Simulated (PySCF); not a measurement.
PySCF input (M06-2X/def2-TZVPD):

```python
from pyscf import gto, scf, dft

mol = gto.M(
    atom='''
    C    -1.50946924    0.13525764   -0.02954702
    C    -0.14239834   -0.47916042   -0.10548602
    C     1.02416038    0.26214254   -0.58559615
    O     0.83826806    0.01922124    0.81226500
    H    -2.05693779   -0.25112328    0.83255523
    H    -2.08462067   -0.10001904   -0.92820269
    H    -1.43877541    1.21922918    0.06660483
    H    -0.11998649   -1.56214571   -0.21072859
    H     0.90406969    1.29704488   -0.89351414
    H     1.85634933   -0.26619438   -1.04105945
    ''',
    basis='def2-tzvpd',
    charge=0,
    spin=0,
    verbose=4,
)

mf = dft.RKS(mol, xc='m062x').density_fit(auxbasis='def2-universal-jkfit')
mf.grids.level = 4
mf.conv_tol = 1e-9
mf.max_cycle = 100
mf.max_memory = 1500
mf.kernel()
if not mf.converged:
    mf = mf.newton()
    mf.kernel(mf.make_rdm1())
mf.analyze()
```

Output:

```
PySCF version 2.14.0

[INPUT] verbose = 4
[INPUT] num. atoms = 10
[INPUT] num. electrons = 32
[INPUT] charge = 0
[INPUT] spin (= nelec alpha-beta = 2S) = 0
[INPUT] symmetry False subgroup None
[INPUT] Mole.unit = angstrom
[INPUT] Symbol           X                Y                Z      unit          X                Y                Z       unit  Magmom
[INPUT]  1 C     -1.509469240000   0.135257640000  -0.029547020000 AA   -2.852483457055   0.255599895855  -0.055835775597 Bohr   0.0
[INPUT]  2 C     -0.142398340000  -0.479160420000  -0.105486020000 AA   -0.269093863193  -0.905481963532  -0.199339687770 Bohr   0.0
[INPUT]  3 C      1.024160380000   0.262142540000  -0.585596150000 AA    1.935382625830   0.495377606198  -1.106616343100 Bohr   0.0
[INPUT]  4 O      0.838268060000   0.019221240000   0.812265000000 AA    1.584097052370   0.036322879375   1.534958390570 Bohr   0.0
[INPUT]  5 H     -2.056937790000  -0.251123280000   0.832555230000 AA   -3.887049078368  -0.474554222702   1.573301368274 Bohr   0.0
[INPUT]  6 H     -2.084620670000  -0.100019040000  -0.928202690000 AA   -3.939362139907  -0.189008592842  -1.754048872185 Bohr   0.0
[INPUT]  7 H     -1.438775410000   1.219229180000   0.066604830000 AA   -2.718891479659   2.304009233278   0.125864887273 Bohr   0.0
[INPUT]  8 H     -0.119986490000  -1.562145710000  -0.210728590000 AA   -0.226741604748  -2.952027558564  -0.398219321716 Bohr   0.0
[INPUT]  9 H      0.904069690000   1.297044880000  -0.893514140000 AA    1.708444111620   2.451059594469  -1.688497013026 Bohr   0.0
[INPUT] 10 H      1.856349330000  -0.266194380000  -1.041059450000 AA    3.507991825220  -0.503034474098  -1.967317239890 Bohr   0.0

nuclear repulsion = 124.838400097312
number of shells = 83
number of NR pGTOs = 277
number of NR cGTOs = 205
basis = def2-tzvpd
ecp = {}

******** <class 'pyscf.df.df_jk.DFRKS'> ********
method = DFRKS
initial guess = minao
damping factor = 0
level_shift factor = 0
DIIS = <class 'pyscf.scf.diis.CDIIS'>
diis_start_cycle = 1
diis_space = 8
diis_damp = 0
SCF conv_tol = 1e-09
SCF conv_tol_grad = None
SCF max_cycles = 100
direct_scf = False
XC library pyscf.dft.libxc version 7.1.2
    S. Lehtola, C. Steigemann, M. J. T. Oliveira, and M. A. L. Marques,  SoftwareX 7, 1–5 (2018)
XC functionals = m062x
    Y. Zhao and D. G. Truhlar,  Theor. Chem. Acc. 120, 215 (2008)
    Y. Zhao and D. G. Truhlar,  Theor. Chem. Acc. 120, 215 (2008)
radial grids:
    Treutler-Ahlrichs [JCP 102, 346 (1995); DOI:10.1063/1.469408] (M4) radial grids

becke partition: Becke, JCP 88, 2547 (1988); DOI:10.1063/1.454033
pruning grids: <function nwchem_prune>
grids dens level: 4
symmetrized grids: False
atomic radii adjust function: <function treutler_atomic_radii_adjust>
small_rho_cutoff = 0
Set gradient conv threshold to 3.16228e-05
Initial guess from minao.
tot grids = 208336
******** <class 'pyscf.df.df.DF'> ********
auxbasis = def2-universal-jkfit
[...]
cycle= 10 E= -193.099213181441  delta_E= -2.01e-10  |g|= 8.43e-06  |ddm|= 6.97e-05
  HOMO = -0.350211076769799  LUMO = 0.0198345949742813  gap/eV = 10.06946
Extra cycle  E= -193.099213181446  delta_E= -5.51e-12  |g|= 7.91e-06  |ddm|= 2.43e-05
converged SCF energy = -193.099213181446
**** SCF Summaries ****
Total Energy =                        -193.099213181446402
Nuclear Repulsion Energy =             124.838400097311563
One-electron Energy =                 -508.074652146467258
Two-electron Energy =                  190.137038867709293
Two-electron Coulomb Energy =          217.166156410549718
DFT Exchange-Correlation Energy =      -27.029117542840417
HOMO-LUMO gap [eV] =                    10.069455618858370
**** MO energy ****
MO #1   energy= -19.6389325125198  occ= 2
MO #2   energy= -10.5942324837924  occ= 2
MO #3   energy= -10.5861170708329  occ= 2
MO #4   energy= -10.5345877539817  occ= 2
MO #5   energy= -1.19233375109228  occ= 2
MO #6   energy= -0.846384285789728 occ= 2
MO #7   energy= -0.757130446773267 occ= 2
MO #8   energy= -0.684035544035389 occ= 2
MO #9   energy= -0.589748980421767 occ= 2
MO #10  energy= -0.543921038241063 occ= 2
MO #11  energy= -0.497905524558092 occ= 2
MO #12  energy= -0.473887751422513 occ= 2
MO #13  energy= -0.441138263427225 occ= 2
MO #14  energy= -0.432330183125205 occ= 2
MO #15  energy= -0.365458203908096 occ= 2
MO #16  energy= -0.350211076769799 occ= 2
MO #17  energy= 0.0198345949742813 occ= 0
MO #18  energy= 0.0378137811100227 occ= 0
MO #19  energy= 0.0395979292898785 occ= 0
MO #20  energy= 0.0556341342740832 occ= 0
MO #21  energy= 0.0784936873707266 occ= 0
MO #22  energy= 0.0869825503528309 occ= 0
MO #23  energy= 0.09406515995958   occ= 0
MO #24  energy= 0.103507179356992  occ= 0
MO #25  energy= 0.114960883261303  occ= 0
MO #26  energy= 0.133574625054691  occ= 0
MO #27  energy= 0.14077970596326   occ= 0
MO #28  energy= 0.141440954095115  occ= 0
MO #29  energy= 0.151431984400613  occ= 0
MO #30  energy= 0.165458334489925  occ= 0
MO #31  energy= 0.187247309713756  occ= 0
MO #32  energy= 0.197619566999788  occ= 0
MO #33  energy= 0.222738774156836  occ= 0
MO #34  energy= 0.233807052798685  occ= 0
MO #35  energy= 0.236918255121621  occ= 0
MO #36  energy= 0.241735969123655  occ= 0
MO #37  energy= 0.248650748528362  occ= 0
MO #38  energy= 0.257435820537848  occ= 0
MO #39  energy= 0.261410227930193  occ= 0
MO #40  energy= 0.270460077643832  occ= 0
MO #41  energy= 0.272167105677976  occ= 0
MO #42  energy= 0.28738034811625   occ= 0
MO #43  energy= 0.291804749342339  occ= 0
MO #44  energy= 0.297527873532201  occ= 0
MO #45  energy= 0.305371364225143  occ= 0
MO #46  energy= 0.310574189761186  occ= 0
MO #47  energy= 0.326444845579807  occ= 0
MO #48  energy= 0.33123601381278   occ= 0
MO #49  energy= 0.337503856912699  occ= 0
MO #50  energy= 0.350359633139036  occ= 0
MO #51  energy= 0.365401170269024  occ= 0
MO #52  energy= 0.376887076422843  occ= 0
MO #53  energy= 0.380856911643948  occ= 0
MO #54  energy= 0.388237798929957  occ= 0
MO #55  energy= 0.397980116537022  occ= 0
MO #56  energy= 0.405067848733185  occ= 0
MO #57  energy= 0.409987040794056  occ= 0
MO #58  energy= 0.422349080273012  occ= 0
MO #59  energy= 0.42618698070299   occ= 0
MO #60  energy= 0.436479248655879  occ= 0
MO #61  energy= 0.438754592261126  occ= 0
MO #62  energy= 0.45550463208832   occ= 0
MO #63  energy= 0.459050283761706  occ= 0
MO #64  energy= 0.462793122017825  occ= 0
MO #65  energy= 0.480104430513539  occ= 0
MO #66  energy= 0.493812163382653  occ= 0
MO #67  energy= 0.525808991350028  occ= 0
MO #68  energy= 0.543075460173685  occ= 0
MO #69  energy= 0.56400113281173   occ= 0
MO #70  energy= 0.579700005763906  occ= 0
MO #71  energy= 0.595914309643029  occ= 0
MO #72  energy= 0.61203767844283   occ= 0
MO #73  energy= 0.63880954482931   occ= 0
MO #74  energy= 0.65677289268326   occ= 0
MO #75  energy= 0.674899162738933  occ= 0
MO #76  energy= 0.691352451543196  occ= 0
MO #77  energy= 0.703378826967619  occ= 0
MO #78  energy= 0.711310341855767  occ= 0
MO #79  energy= 0.71508299699509   occ= 0
MO #80  energy= 0.729656668517447  occ= 0
MO #81  energy= 0.738011329921871  occ= 0
MO #82  energy= 0.743085223998316  occ= 0
MO #83  energy= 0.753394660672672  occ= 0
MO #84  energy= 0.760858567116276  occ= 0
MO #85  energy= 0.776934605604359  occ= 0
MO #86  energy= 0.785646079921874  occ= 0
MO #87  energy= 0.789499532405811  occ= 0
MO #88  energy= 0.816089215288503  occ= 0
MO #89  energy= 0.886139421509721  occ= 0
MO #90  energy= 0.913089765335777  occ= 0
MO #91  energy= 0.929962995447474  occ= 0
MO #92  energy= 0.953595372359516  occ= 0
MO #93  energy= 1.0062903395493    occ= 0
MO #94  energy= 1.03514176333773   occ= 0
MO #95  energy= 1.06864064807844   occ= 0
MO #96  energy= 1.09932529303291   occ= 0
MO #97  energy= 1.11512697969393   occ= 0
MO #98  energy= 1.1675289854339    occ= 0
MO #99  energy= 1.1845731341637    occ= 0
MO #100 energy= 1.21201383307337   occ= 0
MO #101 energy= 1.23597028648847   occ= 0
MO #102 energy= 1.27305688342868   occ= 0
MO #103 energy= 1.30147049236072   occ= 0
MO #104 energy= 1.30439616152692   occ= 0
MO #105 energy= 1.35644211555209   occ= 0
MO #106 energy= 1.37883342788896   occ= 0
MO #107 energy= 1.43296751997369   occ= 0
[...]
```
